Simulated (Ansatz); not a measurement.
Born–Oppenheimer molecular dynamics of Cl$_{2}$GeH$_{4}$ (7 atoms, charge 0, multiplicity 1). It starts at the highest image of a converged band. Of that band: Neighbouring images differ by up to 1.9 eV, so the band resolves the path poorly. A vibrational analysis at the climbing image gives one clearly imaginary mode, 1111i cm⁻¹: a first-order saddle point.

Computed with RKS PBE0-D4/def2-SVP in Ansatz.

| Property | Result |
| --- | --- |
| ensemble | NVE (velocity Verlet) |
| time step | 0.5 fs |
| steps asked | 200 |
| starting velocities drawn for | 100 K |
| seed | 3423 |

First frame:

```xyz
7
Properties=species:S:1:pos:R:3
Ge 0.207 0.128 -0.053
H -0.482 0.237 1.585
Cl 2.054 -0.137 -1.159
H -0.684 1.173 -0.716
H -0.277 -1.334 -0.024
Cl 1.470 1.829 1.461
H 0.209 0.914 1.771
```

Q: How far do the bonds stretch over the last three quarters of this one trajectory? (Pairs bonded in most of those frames.)

A: 
```
   bond  mean (Å)  spread (Å)  shortest  longest
Ge1–Cl3     2.150       0.018      2.13     2.18
 Ge1–H4     1.537       0.012      1.51     1.56
 Ge1–H5     1.534       0.015      1.51     1.57
Ge1–Cl6     2.231       0.212      1.91     2.54
  H2–H7     0.763       0.011      0.75     0.79
```

Mean temperature of the second half: 2704 K. The conserved energy stayed within 0.058 meV per atom of its start (net change -0.00071 meV per atom), so the integration is sound. The kinetic energy rose, since the run started high on the potential surface and went downhill. It ends in pieces (Cl2GeH2 + H2), so much of that is their flight and rotation, not heat. A run of 0.1 ps of so small a system gives no equilibrium averages. The orbitals stay closed-shell, which can raise the energy where a bond breaks towards radicals; this wasn't checked here.

Time of the run: 6.6 min on 2 threads of Arm Neoverse V2, on a shared host, peak memory 0.18 GiB.
